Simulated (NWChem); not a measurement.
Species: C$_{2}$H$_{2}$O$_{3}$Si; SMILES O=C1OC(=O)[SiH2]1

```xyz
8

O     -2.2430     0.0000    -0.6586
C     -1.1151     0.0000    -0.2746
O      0.0000     0.0000    -1.1566
C      1.1151     0.0000    -0.2746
O      2.2430     0.0000    -0.6586
Si     0.0000     0.0000     1.3070
H      0.0000     1.2309     2.1294
H      0.0000    -1.2309     2.1294
```
Atoms are numbered in this order, from 1.

All runs: NWChem. Pople sets run with spherical d functions. All runs use the structure optimised with B3LYP/6-31G* (spherical d). Static field.

| level | isotropic polarisability (bohr³) | anisotropy (bohr³) |
|---|---|---|
| PBE/6-31+G* | 57.8 | 27.4 |
| B3LYP/6-31+G* | 55.2 | ___ |
| LC-BLYP (range parameter 0.33 per bohr)/6-31+G* | 55.0 | 24.8 |
| BHandHLYP/6-31+G* | 52.2 | 23.1 |

Question: Some entries are withheld; supply them.

Answer: 
- B3LYP/6-31+G*, anisotropy (bohr³): 25.3
